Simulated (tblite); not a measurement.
Species: C₇H₇O₂P.
Geometry (GFN2-xTB, Å), atoms numbered from 1 in this order:
```
atom  x, y, z in Å
C1     3.4195    0.5919    0.1314
O2     2.0075    0.6998    0.1115
C3     1.3155   -0.4540    0.1134
O4     1.8310   -1.5436    0.1306
C5    -0.1289   -0.1682    0.0916
C6    -1.0237   -1.2283    0.0922
C7    -2.3950   -1.0642    0.0731
C8    -2.9900    0.1910    0.0518
C9    -2.2792    1.3721    0.0473
P10   -0.5478    1.5264    0.0670
H11    3.7456    0.0615    1.0289
H12    3.7700    0.0444   -0.7463
H13    3.8045    1.6084    0.1263
H14   -0.6005   -2.2243    0.1087
H15   -3.0252   -1.9415    0.0746
H16   -4.0717    0.2413    0.0378
H17   -2.8385    2.2995    0.0301
```

Calculated harmonic vibrations of the isolated species, GFN2-xTB (tblite), most abundant isotopes, no scaling. This tight-binding method is rough: wavenumbers can miss measured ones by several per cent, in bad cases by 10 to 20. One conformer, not necessarily the lowest.

Harmonic wavenumbers (cm⁻¹): 38.3, 45.8, 98.4, 122.9, 170.7, 272.4, 277.4, 302.3, 357.3, 433.3, 477.6, 568.1, 586.8, 684.1, 758.4, 773.4, 806.6, 847.2, 860.6, 921.0, 930.0, 978.7, 1069.3, 1095.9, 1125.6, 1152.5, 1156.3, 1199.9, 1215.6, 1262.0, 1354.1, 1388.0, 1388.3, 1442.3, 1464.3, 1503.7, 1561.0, 1754.2, 2973.0, 2985.4, 3039.0, 3045.3, 3050.6, 3061.0, 3085.7.

A = 2618, B = 815.1, C = 624.0 MHz; mass 154.018 u (most abundant isotopes); point group Cs, symmetry number 1.

Question: Zero-point energy?

Answer: ½Σν̃ = 26842 cm⁻¹ = 76.75 kcal/mol.

Question: Give the ideal-gas entropy at 400 K and 1 bar in the rigid-rotor, harmonic-oscillator model (classical rotation).

Answer: Translation 42.49, rotation 30.74, vibration 39.64: S = 112.9 cal/(mol K).

Question: And Cp and H(400 K) − H(0)?

Answer: Cp = 46.53 cal/(mol K), of which vibrations give 38.58 (their classical limit is 45 R = 89.4); H(400 K) − H(0) = 11.12 kcal/mol without the zero-point energy, 7.94 from vibrations.

Question: Which modes carry the vibrational entropy at 400 K?

Answer: 38.3 cm⁻¹: 5.93; 45.8 cm⁻¹: 5.57; 98.4 cm⁻¹: 4.06; 122.9 cm⁻¹: 3.63; 170.7 cm⁻¹: 2.99; 272.4 cm⁻¹: 2.11 cal/(mol K); the other 39 give 15.36 together.

Question: How do the functions run with temperature in this model?

Answer: 
```json
{"T (K)": "50", "S (cal/(mol K))": "61.0", "Cp (cal/(mol K))": "13.8", "H − H(0) (kcal/mol)": "0.53", "G − H(0) (kcal/mol)": "-2.52", "ln q(vib)": "0.81"}
{"T (K)": "100", "S (cal/(mol K))": "72.1", "Cp (cal/(mol K))": "18.7", "H − H(0) (kcal/mol)": "1.35", "G − H(0) (kcal/mol)": "-5.86", "ln q(vib)": "2.20"}
{"T (K)": "298.15", "S (cal/(mol K))": "100.6", "Cp (cal/(mol K))": "37.2", "H − H(0) (kcal/mol)": "6.84", "G − H(0) (kcal/mol)": "-23.16", "ln q(vib)": "7.41"}
{"T (K)": "373.15", "S (cal/(mol K))": "109.7", "Cp (cal/(mol K))": "44.2", "H − H(0) (kcal/mol)": "9.90", "G − H(0) (kcal/mol)": "-31.05", "ln q(vib)": "9.29"}
{"T (K)": "500", "S (cal/(mol K))": "124.1", "Cp (cal/(mol K))": "54.3", "H − H(0) (kcal/mol)": "16.17", "G − H(0) (kcal/mol)": "-45.89", "ln q(vib)": "12.44"}
{"T (K)": "750", "S (cal/(mol K))": "149.0", "Cp (cal/(mol K))": "67.9", "H − H(0) (kcal/mol)": "31.60", "G − H(0) (kcal/mol)": "-80.12", "ln q(vib)": "18.39"}
{"T (K)": "1000", "S (cal/(mol K))": "169.7", "Cp (cal/(mol K))": "76.3", "H − H(0) (kcal/mol)": "49.70", "G − H(0) (kcal/mol)": "-120.03", "ln q(vib)": "23.88"}
```

q(vib) and H(0) count from the zero-point level.

Hindered rotation and anharmonicity are outside this model. Other conformers, if any are populated, would add a mixing term that is left out.
